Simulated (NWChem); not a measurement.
# C3H3N2, doublet; SMILES C1=CN=C[N]1

All runs: NWChem. Spin-unrestricted. In the optimisation the excess spin sits in b2 (C2v, its own frame). All runs use the structure optimised with PBE-D3(BJ)/def2-SVP, spin-unrestricted. No stability test was run on the SCF state.

Task: Predict the results for PBE0/STO-3G. Quantities: highest occupied level (eV); lowest empty minus highest occupied level, either spin (eV); dipole (D).

Result: 
| Property | Value |
|---|---|
| highest occupied level (eV) | -5.49 |
| lowest empty minus highest occupied level, either spin (eV) | 3.28 |
| dipole (D) | 1.45 |
